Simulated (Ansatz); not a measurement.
Stepwise reaction of `Cl[SiH](Br)Br` with hydrogen, as a gas-phase model of exchange steps in deposition or etching. ΔE in kJ/mol; ΔG adds harmonic PBE0-D4 terms to CCSD(T)/CBS, at 1 bar.

Computed with Ansatz on PBE0-D4/def2-TZVP structures; ΔE is electronic, products minus reactants. CCSD(T)/CBS is the MP2 limit (def2-TZVPP, def2-QZVPP) plus CCSD(T) − MP2 in def2-TZVPP, frozen cores. This one scheme is used for every species. Functionals use def2-TZVPP. B3LYP here is the variant with VWN-RPA as its local correlation; programs differ in this. For Br outer-core shells are correlated without core-valence functions, which leaves a few kJ/mol of doubt a bond. Scalar relativity is left out up to krypton.

| step | reaction | PBE-D4 | B3LYP-D4 | ωB97M-V | CCSD(T)/CBS | ΔG(600 K) |
| --- | --- | --- | --- | --- | --- | --- |
| 1 | `Cl[SiH](Br)Br` + H₂ → `Cl[SiH2]Br` + HBr | 74.6 | 70.0 | 71.0 | 73.2 | 63.6 |

Give the row of step 2, `Cl[SiH2]Br` + H₂ → `[SiH3]Cl` + HBr. (Estimate.)

Computed: 
| step | reaction | PBE-D4 | B3LYP-D4 | ωB97M-V | CCSD(T)/CBS | ΔG(600 K) |
| --- | --- | --- | --- | --- | --- | --- |
| 2 | `Cl[SiH2]Br` + H₂ → `[SiH3]Cl` + HBr | 75.7 | 71.6 | 73.7 | 75.9 | 72.0 |

By hand: ΔE of the 2 steps together at CCSD(T)/CBS.

(73.2) + (75.9) = 149.1 kJ/mol, or 74.6 kJ/mol a step.

In ΔE the steps differ by no more than 2.7 kJ/mol. All are uphill at CCSD(T)/CBS. ΔG lies between 63.6 and 72.0 kJ/mol a step. PBE-D4 differs from CCSD(T)/CBS by -0.2 to 1.4 kJ/mol a step. Only this route is followed, and other bonds may react first. Isolated molecules leave out the surface, adducts and barriers. Largest T1 diagnostic: 0.009.
